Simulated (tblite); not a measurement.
C₅H₆AlF₃O₂.
Z-matrix (Å and degrees, GFN2-xTB geometry), rows numbered from 1:
```
F 
C   1  1.3390
F   2  1.3391  1  106.92
F   2  1.3399  1  106.71  3   113.95
C   2  1.5241  1  112.10  3  -123.21
C   5  1.5057  2  110.35  1    59.88
C   6  1.3955  5  120.75  2   -87.48
O   7  1.2605  6  124.39  5   179.30
Al  8  1.8295  7  131.89  6    -0.58
O   9  1.8287  8   88.83  7    -1.74
C  10  1.2603  9  131.88  8     2.46
H   5  1.0909  2  107.40  1  -178.87
H   5  1.0910  2  107.44  1   -61.57
H   7  1.0987  6  118.47  5    -0.40
H   9  1.5389  8  108.73  7   107.01
H   9  1.5363  8  109.15  7  -112.14
H  11  1.0987  6  118.43  5     1.05
```

Computed values, GFN2-xTB/tblite, gas phase, harmonic and unscaled. This tight-binding method is rough: wavenumbers can miss measured ones by several per cent, in bad cases by 10 to 20. Modes of hydrogen on aluminium can be 10 to 20 % off. One conformer, not necessarily the lowest.

Harmonic wavenumbers (cm⁻¹): 28.0, 50.0, 58.3, 106.2, 199.7, 251.7, 252.7, 271.2, 322.9, 339.2, 371.6, 377.0, 390.5, 470.1, 472.6, 477.6, 481.5, 488.4, 492.4, 587.5, 733.9, 788.7, 814.4, 860.4, 897.1, 939.9, 960.2, 1038.2, 1067.4, 1172.1, 1180.9, 1236.2, 1292.7, 1306.5, 1369.9, 1383.2, 1431.4, 1442.3, 1629.4, 1816.3, 1828.9, 2870.3, 2875.2, 3004.4, 3005.7.

A = 2404, B = 501.2, C = 467.2 MHz; mass 182.014 u (most abundant isotopes); point group Cs, symmetry number 1.

What is the zero-point energy?

Half the sum of the wavenumbers: 21717 cm⁻¹ = 259.80 kJ/mol.

Entropy at 298.15 K, 1 bar (ideal gas, RRHO, classical rotation)?

Translation 173.76, rotation 128.55, vibration 158.08: S = 460.4 J/(mol K).

And Cp and H(298.15 K) − H(0)?

Cp = 190.67 J/(mol K), of which vibrations give 157.41 (their classical limit is 45 R = 374.2); H(298.15 K) − H(0) = 34.15 kJ/mol without the zero-point energy, 24.23 from vibrations.

How do the functions run with temperature in this model?

```csv
T (K),S (J/(mol K)),Cp (J/(mol K)),H − H(0) (kJ/mol),G − H(0) (kJ/mol),ln q(vib)
50,266.1,60.7,2.36,-10.95,1.12
100,315.5,86.3,5.99,-25.56,2.75
373.15,506.4,220.1,49.58,-139.40,11.67
500,576.7,260.1,80.16,-208.19,15.65
750,692.8,311.2,152.19,-367.42,22.87
1000,786.8,340.9,234.01,-552.75,29.28
```

q(vib) and H(0) count from the zero-point level.

Which modes carry the vibrational entropy at 298.15 K?

28.0 cm⁻¹: 24.96; 50.0 cm⁻¹: 20.16; 58.3 cm⁻¹: 18.89; 106.2 cm⁻¹: 13.96; 199.7 cm⁻¹: 8.94; 251.7 cm⁻¹: 7.19 J/(mol K); the other 39 give 63.98 together.

Blend soft modes into free rotors: weight 1/[1 + (100 cm⁻¹/ν̃)⁴] for the oscillator and the rest for a rotor with moment μB/(μ + B), μ = h/(8π²ν), B = 10⁻⁴⁴ kg m². What vibrational entropy results?

140.33 J/(mol K) in place of 158.08, which changes −T·S at 298.15 K by +5.29 kJ/mol.

Hindered rotation and anharmonicity are outside this model. Other conformers, if any are populated, would add a mixing term that is left out.
